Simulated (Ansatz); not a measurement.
```yaml
crystal:
  periodic: [false, false, false]
  atoms:
    - {symbol: B, position_ang: [-0.632829, 1.538413, 0.049218]}
    - {symbol: C, position_ang: [-0.396690, 0.018274, 0.333744]}
    - {symbol: O, position_ang: [-1.284703, -0.649387, 1.043719]}
    - {symbol: Si, position_ang: [1.196318, -0.860171, -0.215962]}
    - {symbol: Cl, position_ang: [-1.167430, 0.568235, -1.609313]}
    - {symbol: H, position_ang: [-1.593182, 2.042720, 0.550225]}
    - {symbol: H, position_ang: [0.335277, 2.194986, -0.206377]}
    - {symbol: H, position_ang: [-1.145991, -1.605266, 0.995824]}
    - {symbol: H, position_ang: [2.036437, -0.975408, 1.006804]}
    - {symbol: Xx, position_ang: [1.890756, -0.096293, -1.268937]}
    - {symbol: H, position_ang: [0.827537, -2.233301, -0.658544]}
basis:
  gaussian: {orbitals: 6-31G}
total_charge: 1
magnetization: {spin_polarized: true, initial_magnetization: 1}
hamiltonian: {xc: {name: HF}}
correlation: {method: ccsd}
```

```sh
$ ansatz run in.yaml --threads 4 --pin off --events-out ev --progress --plain --max-ram 10444MiB
```

Problem. How does Ansatz answer? (Best estimate.)

Solution. Computed: The program refused the input.
```
Error: YAML parse error: error: line 13 column 16: `Xx` is not an element symbol (H … Og, case-exact)
11 |     - {symbol: H, position_ang: [-1.145991, -1.605266, 0.995824]}
12 |     - {symbol: H, position_ang: [2.036437, -0.975408, 1.006804]}
13 |     - {symbol: Xx, position_ang: [1.890756, -0.096293, -1.268937]}
14 |     - {symbol: H, position_ang: [0.827537, -2.233301, -0.658544]}
15 | basis:
```
